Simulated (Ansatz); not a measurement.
Q: Name a neutral molecule of B, C, Si, Zn and H with LUMO energy (PBE0/def2-TZVPP) between -2.95 and -2.65 eV and HOMO energy (PBE0/def2-TZVPP) between -7.05 and -6.75 eV (Ansatz, PBE0-D4/def2-TZVP geometry).

A: `C[SiH2][BH][ZnH]` (-2.77 eV, -6.86 eV). Other molecules can fit too; these were computed, each in one conformer that needn't be the lowest.
